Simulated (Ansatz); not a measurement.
Isolated molecules relaxed with PBE0-D4/def2-TZVP in Ansatz; ΔE leaves out vibrations. CCSD(T)/CBS is the MP2 limit (def2-TZVPP, def2-QZVPP) plus CCSD(T) − MP2 in def2-TZVPP, frozen cores. This one scheme is used for every species. Functionals use def2-TZVPP. B3LYP here is the variant with VWN-RPA as its local correlation; programs differ in this. For Ge outer-core shells are correlated without core-valence functions, which leaves a few kJ/mol of doubt a bond. Scalar relativity is left out up to krypton. Each species was taken in one conformer, which may not be the lowest.

Reaction (substitution at a C–Ge bond): `[GeH3][CH]1[SiH2][SiH2]1` + CH₃SH → `CSC1[SiH2][SiH2]1` + GeH₄

```
             level  ΔE (kJ/mol)  difference from CCSD(T)/CBS
            PBE-D4         32.5                        -11.8
           ωB97X-V         40.2                         -4.1
               PBE         35.2                         -9.1
              PBE0         40.0                         -4.3
             B3LYP         40.9                         -3.4
     HF/def2-TZVPP         51.6                          7.3
     HF/def2-QZVPP         50.4                          6.1
SCS-MP2/def2-QZVPP         44.9                          0.6
      HF/CBS(def2)         50.2                          5.9
    CCSD/CBS(def2)         47.0                          2.7
       CCSD(T)/CBS         44.3                            0
```

Largest T1 diagnostic among the species: 0.013.

From PBE to PBE0 (25 % exact exchange), in def2-TZVPP and without D4, ΔE moves by +4.8 kJ/mol. In def2-TZVPP, CCSD(T) changes the Hartree–Fock value by −4.6 kJ/mol (the triples alone add −2.7 kJ/mol) and MP2 by −5.7 kJ/mol. The D4 term adds −4.2 kJ/mol with B3LYP and −2.3 kJ/mol with PBE0; it sums over pairs of atoms, weighted by their polarisabilities, and B3LYP, whose exchange is more repulsive, gets the larger term.
